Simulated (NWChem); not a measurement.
Molecule: iminoborane (BNH₂); SMILES B=N

```xyz
4

B      0.0001     0.6867     0.0000
N      0.0002    -0.5459     0.0000
H     -0.0002     1.8583     0.0000
H      0.0032    -1.5374     0.0000
```
Atoms are numbered in this order, from 1.

Level: PBE0-D3(BJ)/def2-TZVP (NWChem), optimised geometry, unscaled harmonic frequencies. 

Question: List the harmonic frequencies with IR intensities, and the thermochemistry.

Answer: 
```json
[
 {"frequency (cm⁻¹)": "479", "IR intensity (km/mol)": "134.2"},
 {"frequency (cm⁻¹)": "713", "IR intensity (km/mol)": "6.7"},
 {"frequency (cm⁻¹)": "748", "IR intensity (km/mol)": "0.3"},
 {"frequency (cm⁻¹)": "1853", "IR intensity (km/mol)": "50.9"},
 {"frequency (cm⁻¹)": "2883", "IR intensity (km/mol)": "12.4"},
 {"frequency (cm⁻¹)": "3895", "IR intensity (km/mol)": "211.5"}
]
```

```json
{
 "zero_point_energy": "15.1 kcal/mol",
 "thermal correction to the enthalpy at 298.15 K (with zero-point energy)": "17.8 kcal/mol",
 "heat capacity Cv": "8.8 cal/(mol K)",
 "entropy at 298.15 K and 1 atm (symmetry number 1)": "42.2 cal/(mol K)",
 "dipole_moment": "0.02 D"
}
```

Rigid rotor and harmonic oscillator.
